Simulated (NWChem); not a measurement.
Program: NWChem. System: CH7Si2, charge 0, spin multiplicity 2, at a geometry optimised with UPBE0/def2-SVP. The structure started from a generated list of species. Its SCF solution wasn't tested for a lower state. Level: UHF/def2-TZVP.

Job file:

```
start mol
memory heap 200 mb stack 900 mb global 1100 mb
geometry units angstroms nocenter noautoz
  Si    -1.666996    -0.127568     0.132961
  C      0.000000     0.000000    -0.676584
  Si     1.666996     0.127568     0.132961
  H     -2.556578     0.989981    -0.318468
  H     -2.336199    -1.414015    -0.244516
  H     -1.537399    -0.071757     1.619817
  H      0.000000     0.000000    -1.777068
  H      2.336199     1.414015    -0.244516
  H      2.556578    -0.989981    -0.318468
  H      1.537399     0.071757     1.619817
  symmetry group C2
end
basis spherical
  * library def2-tzvp
end
scf
  uhf
  nopen 1
  maxiter 100
  thresh 1e-7
  semidirect memsize 60000000 filesize 0
  # guess.movecs holds the orbitals of an unrestricted PBE0 run
  vectors input guess.movecs output mol.movecs
end
task scf energy
```

NWChem printed:

```
             Northwest Computational Chemistry Package (NWChem) 7.3.0
             --------------------------------------------------------

                                NWChem Input Module
                                -------------------

 Scaling coordinates for geometry "geometry" by  1.889725989
 (inverse scale =  0.529177249)

 Turning off AUTOSYM since
 SYMMETRY directive was detected!

                             Geometry "geometry" -> ""
                             -------------------------

 Output coordinates in angstroms (scale by  1.889725989 to convert to a.u.)

  No.       Tag          Charge          X              Y              Z
 ---- ---------------- ---------- -------------- -------------- --------------
    1 Si                  14.0000    -1.66699600    -0.12756800     0.13296100
    2 C                    6.0000     0.00000000     0.00000000    -0.67658400
    3 Si                  14.0000     1.66699600     0.12756800     0.13296100
    4 H                    1.0000    -2.55657800     0.98998100    -0.31846800
    5 H                    1.0000    -2.33619900    -1.41401500    -0.24451600
    6 H                    1.0000    -1.53739900    -0.07175700     1.61981700
    7 H                    1.0000     0.00000000     0.00000000    -1.77706800
    8 H                    1.0000     2.33619900     1.41401500    -0.24451600
    9 H                    1.0000     2.55657800    -0.98998100    -0.31846800
   10 H                    1.0000     1.53739900     0.07175700     1.61981700

 Effective nuclear repulsion energy (a.u.)     138.5517147590

            Nuclear Dipole moment (a.u.)
            ----------------------------
        X                 Y               Z
 ---------------- ---------------- ----------------
     0.0000000000     0.0000000000     0.0000037795

      Symmetry information
      --------------------

 Group name             C2
 Group number              4
 Group order               2
 No. of unique centers     6

      Symmetry unique atoms

     1    2    4    5    6    7


 Summary of "ao basis" -> "" (spherical)
 ------------------------------------------------------------------------------
       Tag                 Description            Shells   Functions and Types
 ---------------- ------------------------------  ------  ---------------------
 *                         def2-tzvp                  on all atoms

 Summary of "ao basis" -> "ao basis" (spherical)
 ------------------------------------------------------------------------------
       Tag                 Description            Shells   Functions and Types
 ---------------- ------------------------------  ------  ---------------------
 Si                        def2-tzvp                13       37   5s5p2d1f
 C                         def2-tzvp                11       31   5s3p2d1f
 H                         def2-tzvp                 4        6   3s1p

                                 NWChem SCF Module
                                 -----------------

  ao basis        = "ao basis"
  functions       =   147
  atoms           =    10
  alpha electrons =    21
  beta  electrons =    20
  charge          =   0.00
  wavefunction    = UHF
  use symmetry    = T
  symmetry adapt  = T

 Summary of "ao basis" -> "ao basis" (spherical)
 ------------------------------------------------------------------------------
       Tag                 Description            Shells   Functions and Types
 ---------------- ------------------------------  ------  ---------------------
[...]
              MO Center= -3.6D-13, -1.3D-14, -3.3D-01, r^2= 3.7D+00
   Bfn.  Coefficient  Atom+Function         Bfn.  Coefficient  Atom+Function
  ----- ------------  ---------------      ----- ------------  ---------------
    19      0.433814   1 Si py               87      0.433814   3 Si py
   114      0.392889   5 H  s               132     -0.392889   8 H  s
   108     -0.378886   4 H  s               138      0.378886   9 H  s
    50      0.298545   2 C  py               44      0.216793   2 C  py
    47      0.183016   2 C  py

 Vector   22  Occ=0.000000D+00  E= 1.170094D-01  Symmetry=a
              MO Center= -7.1D-14, -2.4D-14, -1.5D-02, r^2= 1.0D+01
   Bfn.  Coefficient  Atom+Function         Bfn.  Coefficient  Atom+Function
  ----- ------------  ---------------      ----- ------------  ---------------
    42      3.693097   2 C  s                18     -1.247100   1 Si px
    86      1.247100   3 Si px                5     -0.829667   1 Si s
    73     -0.829667   3 Si s                20      0.822015   1 Si pz
    88      0.822015   3 Si pz              126     -0.758404   7 H  s
   120     -0.405759   6 H  s               144     -0.405759  10 H  s

 Vector   23  Occ=0.000000D+00  E= 1.506688D-01  Symmetry=b
              MO Center= -1.5D-13, -5.3D-14,  5.6D-01, r^2= 1.3D+01
   Bfn.  Coefficient  Atom+Function         Bfn.  Coefficient  Atom+Function
  ----- ------------  ---------------      ----- ------------  ---------------
     5      2.416878   1 Si s                73     -2.416878   3 Si s
    18      2.043457   1 Si px               86      2.043457   3 Si px
    49      1.951350   2 C  px              120     -0.573016   6 H  s
   144      0.573016  10 H  s                46      0.347689   2 C  px
   108      0.267418   4 H  s               138     -0.267418   9 H  s

 center of mass
 --------------
 x =   0.00000000 y =   0.00000000 z =  -0.00856816

 moments of inertia (a.u.)
 ------------------
          79.290903891218         -48.845927331104           0.000000000000
         -48.845927331104         713.161818676133          -0.000000000000
           0.000000000000          -0.000000000000         683.341439646677

  Mulliken analysis of the total density
  --------------------------------------

    Atom       Charge   Shell Charges
 -----------   ------   -------------------------------------------------------
    1 Si  14    13.65   2.00  0.58  1.39  0.79  0.42  4.12  1.73  0.53  1.39  0.31  0.15  0.20  0.03
    2 C    6     6.50   0.86  1.12  0.47  0.79  0.09  1.17  1.49  0.47  0.01  0.03  0.00
    3 Si  14    13.65   2.00  0.58  1.39  0.79  0.42  4.12  1.73  0.53  1.39  0.31  0.15  0.20  0.03
    4 H    1     1.06   0.24  0.56  0.24  0.01
    5 H    1     1.06   0.24  0.56  0.24  0.01
    6 H    1     1.05   0.24  0.56  0.24  0.01
    7 H    1     0.86   0.26  0.49  0.09  0.02
    8 H    1     1.06   0.24  0.56  0.24  0.01
    9 H    1     1.06   0.24  0.56  0.24  0.01
   10 H    1     1.05   0.24  0.56  0.24  0.01

  Mulliken analysis of the alpha density
  --------------------------------------

    Atom       Charge   Shell Charges
 -----------   ------   -------------------------------------------------------
    1 Si  14     6.80   1.00  0.29  0.70  0.39  0.21  2.06  0.86  0.26  0.67  0.15  0.08  0.11  0.02
    2 C    6     3.79   0.43  0.56  0.25  0.41  0.06  0.75  0.98  0.34  0.00  0.01  0.00
    3 Si  14     6.80   1.00  0.29  0.70  0.39  0.21  2.06  0.86  0.26  0.67  0.15  0.08  0.11  0.02
    4 H    1     0.54   0.12  0.29  0.12  0.00
    5 H    1     0.54   0.12  0.29  0.12  0.00
    6 H    1     0.53   0.12  0.28  0.12  0.00
    7 H    1     0.39   0.12  0.22  0.04  0.01
    8 H    1     0.54   0.12  0.29  0.12  0.00
    9 H    1     0.54   0.12  0.29  0.12  0.00
   10 H    1     0.53   0.12  0.28  0.12  0.00

   Mulliken analysis of the beta density
   -------------------------------------

    Atom       Charge   Shell Charges
 -----------   ------   -------------------------------------------------------
    1 Si  14     6.86   1.00  0.29  0.70  0.40  0.22  2.06  0.86  0.27  0.72  0.17  0.07  0.08  0.01
    2 C    6     2.71   0.43  0.56  0.22  0.37  0.04  0.42  0.52  0.13  0.00  0.01  0.00
    3 Si  14     6.86   1.00  0.29  0.70  0.40  0.22  2.06  0.86  0.27  0.72  0.17  0.07  0.08  0.01
    4 H    1     0.51   0.12  0.27  0.12  0.00
    5 H    1     0.51   0.12  0.27  0.12  0.00
    6 H    1     0.53   0.12  0.28  0.12  0.00
    7 H    1     0.47   0.13  0.26  0.06  0.01
    8 H    1     0.51   0.12  0.27  0.12  0.00
    9 H    1     0.51   0.12  0.27  0.12  0.00
   10 H    1     0.53   0.12  0.28  0.12  0.00

   Mulliken analysis of the spin density
   -------------------------------------

    Atom       Charge   Shell Charges
 -----------   ------   -------------------------------------------------------
    1 Si  14    -0.06  -0.00 -0.00  0.00 -0.02 -0.01 -0.00  0.00 -0.01 -0.04 -0.02  0.01  0.03  0.01
    2 C    6     1.08   0.00 -0.00  0.03  0.04  0.02  0.33  0.46  0.21 -0.00 -0.00 -0.00
    3 Si  14    -0.06  -0.00 -0.00  0.00 -0.02 -0.01 -0.00  0.00 -0.01 -0.04 -0.02  0.01  0.03  0.01
    4 H    1     0.03   0.01  0.02  0.01 -0.00
    5 H    1     0.03   0.01  0.02  0.01 -0.00
    6 H    1    -0.00  -0.00 -0.00 -0.00  0.00
    7 H    1    -0.07  -0.01 -0.04 -0.02  0.00
    8 H    1     0.03   0.01  0.02  0.01 -0.00
    9 H    1     0.03   0.01  0.02  0.01 -0.00
   10 H    1    -0.00  -0.00 -0.00 -0.00  0.00

       Multipole analysis of the density wrt the origin
       ------------------------------------------------

     L   x y z        total         alpha         beta         nuclear
     -   - - -        -----         -----         ----         -------
     0   0 0 0     -0.000000    -21.000000    -20.000000     41.000000

     1   1 0 0      0.000000     -0.000000      0.000000      0.000000
     1   0 1 0     -0.000000      0.000000     -0.000000      0.000000
     1   0 0 1     -0.235620      0.474065     -0.709689      0.000004

     2   2 0 0    -29.697236   -206.166786   -203.932875    380.402425
     2   1 1 0     -0.089407    -13.836715    -13.820958     27.568265
     2   1 0 1      0.000000     -0.000000      0.000000      0.000000
     2   0 2 0    -28.673776    -27.213429    -24.404293     22.943947
     2   0 1 1     -0.000000     -0.000000     -0.000000      0.000000
     2   0 0 2    -27.352332    -35.921069    -34.175481     42.744218

 Task  times  cpu:        8.6s     wall:        8.6s

 Total times  cpu:        8.6s     wall:        8.6s
```
